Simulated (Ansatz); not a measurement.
Molecule: ZrF3, net charge 1, singlet state. The spin state was set by rule; other spins were not relaxed. 
Coordinates optimised at B3LYP-D3(BJ)/def2-TZVP (Ansatz, a quantum-chemistry and plane-wave program):
```
Zr
F 1 1.8481
F 1 1.8481 2 110.04
F 1 1.8481 2 110.04 3 121.42
```
Charge +1, spin multiplicity 1.

Basis-set convergence of Hartree-Fock and CCSD(T) correlation energies (hartree) with Ansatz. Valence correlation only, unless marked. Spin-orbit coupling is left out. Frozen are the shells of the preceding noble gas and the d and f shells that filled before the atom's block. In def2 rows, elements after Kr have scalar-relativistic effective core potentials.

| basis | functions | E(HF) | E(corr, CCSD(T)) |
|---|---|---|---|
| def2-SVP | 73 | -344.53782 | -0.67372 |
| def2-TZVPP | 149 | ? | ? |

### Question
What belongs in the gaps?

### Answer

- def2-TZVPP, E(HF): -344.93877
- def2-TZVPP, E(corr, CCSD(T)): -0.88091
